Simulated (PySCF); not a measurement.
## Correlation energy of P (phosphorus, neutral)

[Ne] 3s1 3p4, high-spin 4P determinant (an excited configuration). Computed with PySCF 2.14 in aug-cc-pwCVDZ (6s5p3d, 36 functions), with no relativity, point nucleus. Frozen: 1s2; 13 electrons correlated.

MP2 pair energies summed by pair of shells (mhartree):

| pair | energy | share (%) |
| --- | --- | --- |
| 2p-2p | -88.98 | 42.6 |
| 3p-3p | -60.91 | 29.2 |
| 2s-2p | -24.64 | 11.8 |
| 2p-3p | -15.34 | 7.3 |
| 3s-3p | -6.85 | 3.3 |
| 2s-2s | -4.83 | 2.3 |
| 2p-3s | -4.25 | 2.0 |
| 2s-3p | -2.47 | 1.2 |
| 2s-3s | -0.57 | 0.3 |

Total MP2 correlation energy: -208.83 mhartree.

Same-spin part -61.38 and opposite-spin part -147.45 mhartree; SCS-MP2 scales them by 1/3 and 6/5 to -197.40 mhartree.
